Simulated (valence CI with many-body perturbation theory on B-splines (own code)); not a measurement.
# Which ion has this spectrum?

A relativistic CI+MBPT calculation for an atom or ion with 34 electrons gives these levels (cm⁻¹):

```csv
J,Parity,E,g
2,even,0,1.34
0,even,72538,
1,even,798877,1.50
2,even,835752,1.15
2,odd,1265134,1.05
1,odd,1288278,1.14
0,odd,1289539,
3,odd,1296793,1.12
4,odd,1452275,1.27
2,odd,1453352,1.29
3,odd,1562919,1.18
1,odd,1587281,1.08
0,even,1663802,
2,odd,1668706,1.44
```

The energies are calculated, and their last digits are not significant.

(1) Which is it?
A. Pt44+
B. Os42+
C. Re41+
D. Ta39+

## Answers

(1) C. Re41+, ground level (4s^2 4p1/2^2 4p3/2^2) J=2.
